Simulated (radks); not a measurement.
The numbers below are computed, except where a source is named.
Task: The mean radii <r> (bohr) of the occupied orbitals of an atom or ion are listed with their occupations. Level of theory: Dirac Kohn-Sham, PBE, spin-unpolarised, spherical densities, finite nucleus; Fermi nuclear charge, rms radius of each element as measured or else 0.836 A^(1/3) + 0.57 fm (a radial shooting solver on a logarithmic mesh with Libxc functionals).

orbital      occ.      <r>
1s1/2           2  0.03515
2s1/2           2   0.1510
2p1/2           2   0.1285
2p3/2           4   0.1328
3s1/2           2   0.3709
3p1/2    0.333333   0.3552
3p3/2    0.666667   0.3618

Name the element and its charge. Open shells, if any, are shared by 2j + 1.

Result: Z = 42, molybdenum, charge +29: Mo29+ in [Ne] 3s2 3p1. The 1s radius gives Z: for a bare nucleus <r> = (2 gamma + 1)/(2Z) with gamma = sqrt(1 - (Z/c)^2), 0.03457 bohr for Z = 42, and screening makes it slightly larger (0.03515 here). The occupations add up to 13, and the charge is Z minus that.
